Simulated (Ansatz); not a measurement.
Calculated with Ansatz (gas phase, PBE0-D4/def2-TZVP geometries, no zero-point term in ΔE). CBS: MP2 limit from def2 TZ/QZ plus the TZ coupled-cluster correction, frozen cores. This one scheme is used for every species. DFT in def2-TZVPP. For Ge outer-core shells are correlated without core-valence functions, which leaves a few kJ/mol of doubt a bond. Scalar relativity is left out up to krypton. Each species was taken in one conformer, which may not be the lowest.

Consider the substitution at a C–S bond: `C[S][AlH][F]` + `C[S][Ge][OH]` → `C[O][Ge][S]C` + `[F][AlH][SH]`.

```tsv
level	ΔE (kJ/mol)
ωB97M-V	36.2
PBE	37.0
```

Problem. What does CCSD(T)/CBS give? (An estimate is asked.)

Solution. Ansatz gave: +37.8 kJ/mol. The listed levels differ from it by -1.6, -0.8 kJ/mol.

Largest T1 diagnostic among the species: 0.015.
